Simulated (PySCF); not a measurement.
## NiN⁻: one state, many levels of theory

State: ³Σ⁻ (triplet), unpaired electrons π ↑↑. Set-up: PySCF, no relativity, basis sets Ni def2-TZVPPD, N def2-TZVPPD. De refers to Ni⁻ (3d9 4s2) + N in their high-spin ground configurations, without counterpoise correction. The functionals are run spin-unrestricted. A positive dipole points towards N; it is taken about the centre of mass and depends on that origin. Levels whose curve was spin-contaminated or gave no clean fit are not listed.

```
 Level  Re (Å)  ωe (cm⁻¹)  De (eV)  μ (D)  CPU s a point (SCF and correlation, without the integrals)
   PBE   1.617        867      n/a  -1.97                                                         4.7
  PW91   1.617        867      n/a  -2.00                                                           4
  BLYP   1.633        838      n/a  -2.03                                                         4.1
r²SCAN   1.599        901      n/a  -1.93                                                         6.6
```

Problem. What does the step from GGA to meta-GGA do here, going from PBE to r²SCAN?

Solution. r²SCAN less PBE: -1.8 pm in Re, +3.9 % in ωe. 

De is left out where the level can put another filling of the metal’s s and d shells below the measured ground configuration, by anything from nothing to about 1 eV. The highest Kohn–Sham level is positive in this anion. Much of that is self-interaction error, but it also means that the finite basis helps to hold the extra electron. With d or f electrons several states lie close, and the lowest PBE0 determinant need not be the measured ground state.

The whole job (state search and all levels along the bond) took about 19 min on 2 threads of Arm Neoverse V1 (shared host), peak memory 4.7 GiB.
